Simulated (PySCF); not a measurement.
C6H14BO2, doublet, at a GFN2-xTB geometry; CCSD(T)/STO-3G (PySCF).

PySCF was given this input:
```python
from pyscf import gto, scf, cc

mol = gto.Mole()
mol.atom = '''
    C     2.995435    0.716458    0.590609
    C     2.230111   -0.213190   -0.350548
    C     2.562465   -1.678676   -0.074084
    O     0.837388   -0.052896   -0.196439
    B     0.116121    1.077901   -0.448249
    O    -1.197095    1.115589   -0.222565
    C    -1.972730    0.010575    0.283667
    C    -3.188236    0.581418    1.002671
    C    -2.370713   -0.900682   -0.871471
    H     4.065949    0.599281    0.446223
    H     2.747906    0.484265    1.623875
    H     2.716680    1.749153    0.390691
    H     2.502416    0.029951   -1.390720
    H     1.995769   -2.321726   -0.742707
    H     3.623447   -1.857331   -0.224464
    H     2.299878   -1.928986    0.950940
    H    -1.341796   -0.548159    0.987206
    H    -3.786047   -0.223339    1.424004
    H    -3.796736    1.149619    0.303465
    H    -2.872379    1.245042    1.803605
    H    -2.963375   -0.345426   -1.595135
    H    -1.478459   -1.277266   -1.365374
    H    -2.954208   -1.741554   -0.503391
'''
mol.basis = 'sto-3g'
mol.charge = 0
mol.spin = 1
mol.verbose = 4
mol.build()

mf = scf.UHF(mol)
mf.kernel()

mycc = cc.CCSD(mf)
mycc.kernel()
et = mycc.ccsd_t()
print('E(CCSD(T)) = %.10f' % (mycc.e_tot + et))
```

Output, abridged:

```
PySCF version 2.14.0

[INPUT] verbose = 4
[INPUT] num. atoms = 23
[INPUT] num. electrons = 71
[INPUT] charge = 0
[INPUT] spin (= nelec alpha-beta = 2S) = 1
[INPUT] symmetry False subgroup None
[INPUT] Mole.unit = angstrom
[INPUT] Symbol           X                Y                Z      unit          X                Y                Z       unit  Magmom
[...]
nuclear repulsion = 455.008515276939
number of shells = 41
number of NR pGTOs = 177
number of NR cGTOs = 59
basis = sto-3g
ecp = {}

******** <class 'pyscf.scf.uhf.UHF'> ********
method = UHF
initial guess = minao
damping factor = 0
level_shift factor = 0
DIIS = <class 'pyscf.scf.diis.CDIIS'>
diis_start_cycle = 1
diis_space = 8
diis_damp = 0
SCF conv_tol = 1e-09
SCF conv_tol_grad = None
SCF max_cycles = 50
direct_scf = True
direct_scf_tol = 1e-13
number electrons alpha = 36  beta = 35
Set gradient conv threshold to 3.16228e-05
init E= -406.393254031098

cycle= 1 E= -404.564784056475  delta_E= 1.83  |g|= 0.431  |ddm|= 4.03
cycle= 2 E= -404.701201413719  delta_E= -0.136  |g|= 0.143  |ddm|= 0.766
cycle= 3 E= -404.71596516176  delta_E= -0.0148  |g|= 0.0402  |ddm|= 0.204
cycle= 4 E= -404.718266324873  delta_E= -0.0023  |g|= 0.0116  |ddm|= 0.112
cycle= 5 E= -404.718519421655  delta_E= -0.000253  |g|= 0.00535  |ddm|= 0.0336
cycle= 6 E= -404.71858025991  delta_E= -6.08e-05  |g|= 0.00208  |ddm|= 0.0184
cycle= 7 E= -404.718590033794  delta_E= -9.77e-06  |g|= 0.000669  |ddm|= 0.00805
cycle= 8 E= -404.718590889859  delta_E= -8.56e-07  |g|= 0.000304  |ddm|= 0.00198
cycle= 9 E= -404.718591073185  delta_E= -1.83e-07  |g|= 0.000133  |ddm|= 0.000915
cycle= 10 E= -404.718591111123  delta_E= -3.79e-08  |g|= 5.21e-05  |ddm|= 0.000473
cycle= 11 E= -404.718591117276  delta_E= -6.15e-09  |g|= 1.73e-05  |ddm|= 0.000204
cycle= 12 E= -404.718591117956  delta_E= -6.8e-10  |g|= 6.62e-06  |ddm|= 6.4e-05
Extra cycle  E= -404.718591118012  delta_E= -5.57e-11  |g|= 4.28e-06  |ddm|= 1.16e-05
converged SCF energy = -404.718591118012  <S^2> = 0.75592224  2S+1 = 2.0059135

******** <class 'pyscf.cc.uccsd.UCCSD'> ********
CC2 = 0
CCSD nocc = (np.int64(36), np.int64(35)), nmo = (59, 59)
max_cycle = 50
direct = 0
conv_tol = 1e-07
conv_tol_normt = 1e-06
diis_space = 6
diis_start_cycle = 0
diis_start_energy_diff = 1e+09
Init t2, MP2 energy = -0.418542181791294
Init E_corr(UCCSD) = -0.418542181807773
cycle = 1  E_corr(UCCSD) = -0.493184882225832  dE = -0.0746427004  norm(t1,t2) = 0.13004
cycle = 2  E_corr(UCCSD) = -0.521943801086965  dE = -0.0287589189  norm(t1,t2) = 0.0440284
cycle = 3  E_corr(UCCSD) = -0.53399341158329  dE = -0.0120496105  norm(t1,t2) = 0.0218677
cycle = 4  E_corr(UCCSD) = -0.537598195746765  dE = -0.00360478416  norm(t1,t2) = 0.00696363
cycle = 5  E_corr(UCCSD) = -0.537286928618753  dE = 0.000311267128  norm(t1,t2) = 0.002866
cycle = 6  E_corr(UCCSD) = -0.537280042122638  dE = 6.88649611e-06  norm(t1,t2) = 0.000940093
cycle = 7  E_corr(UCCSD) = -0.537298016151932  dE = -1.79740293e-05  norm(t1,t2) = 0.00044536
cycle = 8  E_corr(UCCSD) = -0.537298256382103  dE = -2.40230172e-07  norm(t1,t2) = 0.000144025
cycle = 9  E_corr(UCCSD) = -0.537299344298874  dE = -1.08791677e-06  norm(t1,t2) = 6.02022e-05
cycle = 10  E_corr(UCCSD) = -0.537300119575801  dE = -7.75276926e-07  norm(t1,t2) = 2.78405e-05
cycle = 11  E_corr(UCCSD) = -0.537300101245197  dE = 1.83306034e-08  norm(t1,t2) = 1.1208e-05
cycle = 12  E_corr(UCCSD) = -0.537299826877988  dE = 2.74367209e-07  norm(t1,t2) = 4.80729e-06
cycle = 13  E_corr(UCCSD) = -0.537299480067287  dE = 3.46810701e-07  norm(t1,t2) = 2.408e-06
cycle = 14  E_corr(UCCSD) = -0.537299343231171  dE = 1.36836117e-07  norm(t1,t2) = 1.0679e-06
cycle = 15  E_corr(UCCSD) = -0.537299339411453  dE = 3.8197171e-09  norm(t1,t2) = 4.29168e-07
UCCSD converged
E(UCCSD) = -405.2558904574232  E_corr = -0.5372993394114535
UCCSD(T) correction = -0.00962160951307223
E(CCSD(T)) = -405.2655120669
```
